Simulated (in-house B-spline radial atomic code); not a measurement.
Ionisation energies along the 8-electron series, configuration [He] 2s2 2p4, as differences of self-consistent energies. Dirac energy differences include first-order Breit, QED and recoil terms. NIST's values go from ground level to ground level; the uncertainty of those that are theory runs from under 0.1 % in few-electron ions to several per cent in heavy many-electron ones. Computed with a B-spline radial code for spherical atoms: Dirac-Hartree-Fock, average of the configuration, finite nuclei.

| ion | configuration after | ionisation energy (eV) | IE/(q+1)² (eV) | Breit and QED recoil part (eV) | tabulated value (eV) | tabulated kind | computed minus tabulated (eV) |
| --- | --- | --- | --- | --- | --- | --- | --- |
| Ba48+ | [He] 2s2 2p3 | 8961.0 | 3.7322 | -10.786 | 8831 | tabulated theory | 130 |
| La49+ | [He] 2s2 2p3 | 9325.9 | 3.7304 | -11.454 | 9184 | tabulated theory | 142 |
| Ce50+ | [He] 2s2 2p3 | 9698.6 | 3.7288 | -12.149 | 9545 | tabulated theory | 154 |
| Pr51+ | [He] 2s2 2p3 | 10079.2 | 3.7275 | -12.875 | 9913 | tabulated theory | 166 |
| Nd52+ | [He] 2s2 2p3 | ? | ? | ? | ? | tabulated theory | ? |
| Pm53+ | [He] 2s2 2p3 | 10864.2 | 3.7257 | -14.417 | 10671 | tabulated theory | 193 |
| Sm54+ | [He] 2s2 2p3 | ? | ? | ? | ? | tabulated theory | ? |
| Eu55+ | [He] 2s2 2p3 | 11681.2 | 3.7249 | -16.088 | 11457 | tabulated theory | 224 |
| Gd56+ | [He] 2s2 2p3 | 12101.8 | 3.7248 | -16.973 | 11861 | tabulated theory | 241 |
| Tb57+ | [He] 2s2 2p3 | 12530.7 | 3.7249 | -17.894 | 12272 | tabulated theory | 259 |
| Dy58+ | [He] 2s2 2p3 | 12967.8 | 3.7253 | -18.85 | 12690 | tabulated theory | 278 |
| Ho59+ | [He] 2s2 2p3 | 13413.2 | 3.7259 | -19.843 | 13116 | tabulated theory | 297 |
| Er60+ | [He] 2s2 2p3 | 13866.9 | 3.7267 | -20.874 | 13548 | tabulated theory | 319 |
| Tm61+ | [He] 2s2 2p3 | ? | ? | ? | ? | tabulated theory | ? |
| Yb62+ | [He] 2s2 2p3 | 14799.8 | 3.7289 | -23.053 | 14435 | tabulated theory | 365 |
| Lu63+ | [He] 2s2 2p3 | 15279.1 | 3.7303 | -24.204 | 14890 | tabulated theory | 389 |

Task: Fill in the row of Nd52+.

Result: ionisation energy (eV): 10467.7; IE/(q+1)² (eV): 3.7265; Breit and QED recoil part (eV): -13.631; tabulated value (eV): 10288; computed minus tabulated (eV): 180.

Task: Fill in the row of Sm54+.

Result: ionisation energy (eV): 11268.6; IE/(q+1)² (eV): 3.7252; Breit and QED recoil part (eV): -15.236; tabulated value (eV): 11060; computed minus tabulated (eV): 209.

Task: Fill in the row of Tm61+.

Result: ionisation energy (eV): 14329.1; IE/(q+1)² (eV): 3.7277; Breit and QED recoil part (eV): -21.943; tabulated value (eV): 13988; computed minus tabulated (eV): 341.

Where a p, d or f electron is removed, the computed value is a mean over both j, so it misses the tabulated one by a part of the spin-orbit splitting; averaging over terms and missing correlation add to the gap, relatively most at low charge.
